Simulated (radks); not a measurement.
Fractional charge and spin in the 1s shell of carbon: the spin-up occupation runs from 0 to 1 and the spin-down occupation from 0 to 1; the fullest corner is C2+, 2s2 1s(up 1, down 1). Method: non-relativistic Kohn-Sham, PBE, spin-polarised, spherical densities, point nucleus; computed with a radial shooting solver on a logarithmic mesh with Libxc functionals. Energy (eV) minus the two flat planes that join the four corners (they meet along the diagonal where the two added fractions sum to one electron); zero is where a piecewise linear energy would lie.

\begin{tabular}{lrrrrr}
down \ up & 0 & 0.25 & 0.5 & 0.75 & 1 \\ \hline
0 & 0.000 & -5.681 & -8.169 & -6.361 & 0.000 \\
0.25 & -5.681 & -5.380 & -1.930 & 5.647 & -4.954 \\
0.5 & -8.169 & -1.930 & 7.307 & -2.052 & -7.137 \\
0.75 & -6.361 & 5.647 & -2.052 & -5.888 & -5.577 \\
1 & 0.000 & -4.954 & -7.137 & -5.577 & 0.000 \\
\end{tabular}

Corners above the fullest one (they belong to C3+ and the next ion): (up 1, down 0) 338.93 eV, (up 0, down 1) 338.93 eV, (up 0, down 0) 768.19 eV. With half an added electron in each spin the energy lies 7.307 eV from the planes, and with half an added electron in spin up alone -8.169 eV. The planes are only a guide here: the flat-plane condition holds for ground states with one frontier orbital, while this shell lies below other occupied shells, so the corners above the fullest one are inner-hole states and not the ground states of those ions.
